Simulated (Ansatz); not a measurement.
Molecule: YI2 (charge 0, doublet). SMILES: [I][Y][I]

Atoms: Y1, I2, I3. Bonds: Y1-I2, Y1-I3.

Bond lengths (Å) and angles (degrees) optimised at HF/STO-3G with Ansatz (a program for electronic structure); B3LYP/LANL2DZ with Ansatz; MP2/LANL2DZ with Ansatz, each started from the B3LYP-D3(BJ)/def2-TZVP structure (Ansatz) of the last column. A row stands for all coordinates that are equal there. No wavenumbers were computed at HF/STO-3G, MP2/LANL2DZ, so these may be saddle points.

| coordinate | HF/STO-3G | B3LYP/LANL2DZ | MP2/LANL2DZ | B3LYP-D3(BJ)/def2-TZVP |
|---|---|---|---|---|
| Y1-I2 | 2.774 | 2.835 | 2.896 | 2.816 |
| I2-Y1-I3 | 180.0 | 133.3 | 180.0 | 133.4 |

Mean signed difference of all 2 bond lengths from B3LYP-D3(BJ)/def2-TZVP: HF/STO-3G -0.042 Å, B3LYP/LANL2DZ 0.019 Å, MP2/LANL2DZ 0.080 Å.
